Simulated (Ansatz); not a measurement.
`[CH3][W]([OH])(=[S])=[S]` + H₂O → `[OH][W]([OH])(=[S])=[S]` + CH₄ at 600 K and 1 bar (formal hydrolysis of a W–C bond).

Program: Ansatz. Geometries: PBE0-D4/def2-TZVP. ΔE: electronic, gas phase. CCSD(T)/CBS is the MP2 limit (def2-TZVPP, def2-QZVPP) plus CCSD(T) − MP2 in def2-TZVPP, frozen cores. This one scheme is used for every species. Elements past krypton have def2 core potentials. For W outer-core shells are correlated without core-valence functions, which leaves a few kJ/mol of doubt a bond. Each species was taken in one conformer, which may not be the lowest.

```
                   species  CCSD(T)/CBS energy (Eh)  H − E (kJ/mol)  S (J/(mol·K))
`[CH3][W]([OH])(=[S])=[S]`               -978.28285           202.0          468.1
                       H₂O                -76.37941            76.8          212.8
 `[OH][W]([OH])(=[S])=[S]`              -1014.23739           137.9          450.2
                       CH₄                -40.46206           140.4          215.7
```

H − E and S are ideal-gas, rigid-rotor, harmonic terms from PBE0-D4/def2-TZVP, for one conformer and one mirror image of each species. 1 Eh = 2625.50 kJ/mol, R = 8.31446 J/(mol·K).

By hand: ΔE, ΔH, ΔS and ΔG.

ΔE = (-1014.23739) + (-40.46206) − (-978.28285) − (-76.37941) = -0.03719 Eh = -97.6 kJ/mol. Δ(H − E) = 137.9 + 140.4 − 202.0 − 76.8 = -0.5, so ΔH = -98.1 kJ/mol. ΔS = 450.2 + 215.7 − 468.1 − 212.8 = -15.0 J/(mol·K). ΔG = -98.1 − 600 × (-15.0)/1000 = -89.1 kJ/mol.

By hand: the equilibrium constant, and the temperature at which ΔG would vanish if ΔH and ΔS stayed fixed.

log₁₀ K = −ΔG/(RT ln 10) = 7.8. ΔG = 0 at ΔH/ΔS = 6540 K, far beyond where these terms or the molecules hold.

ΔH outweighs TΔS. A doubt of 5 kJ/mol in ΔE shifts log₁₀ K by 0.4 here. Other conformers and mirror images would add mixing entropy, several J/(mol·K) or more a flexible species. These are equilibria of isolated gas molecules and say nothing of rates. Largest T1 diagnostic: 0.023 (customary marks: 0.02 for closed shells, 0.045 for open ones).
